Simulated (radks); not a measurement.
The mean radii <r> (bohr) of the occupied orbitals of an atom or ion are listed with their occupations. All-electron calculation, scalar-relativistic Kohn-Sham, PBEsol, spin-polarised, spherical densities, finite nucleus; Fermi nuclear charge, rms radius of each element as measured or else 0.836 A^(1/3) + 0.57 fm. Program: a radial shooting solver on a logarithmic mesh with Libxc functionals.

| orbital | occ. | <r> |
|---|---|---|
| 1s up | 1 | 0.01835 |
| 1s down | 1 | 0.01835 |
| 2s up | 1 | 0.07758 |
| 2s down | 1 | 0.07758 |
| 2p up | 3 | 0.06943 |
| 2p down | 3 | 0.06943 |
| 3s up | 1 | 0.2010 |
| 3s down | 1 | 0.2009 |
| 3p up | 3 | 0.2012 |
| 3p down | 3 | 0.2010 |
| 3d up | 5 | 0.1822 |
| 3d down | 5 | 0.1820 |
| 4s up | 1 | 0.4421 |
| 4s down | 1 | 0.4425 |
| 4p up | 3 | 0.4660 |
| 4p down | 2 | 0.4666 |
| 4d up | 5 | 0.4872 |
| 4d down | 5 | 0.4880 |
| 4f up | 7 | 0.5028 |
| 4f down | 3 | 0.5045 |
| 5f up | 1 | 1.185 |

Name the element and its charge. Open shells, if any, are filled with parallel spins first.

Answer. Z = 74, tungsten, charge +18: W18+ in [Ar] 3d10 4s2 4p5 4d10 4f10 5f1. The 1s radius gives Z: for a bare nucleus <r> = (2 gamma + 1)/(2Z) with gamma = sqrt(1 - (Z/c)^2), 0.01813 bohr for Z = 74, and screening makes it slightly larger (0.01835 here). The occupations add up to 56, and the charge is Z minus that.
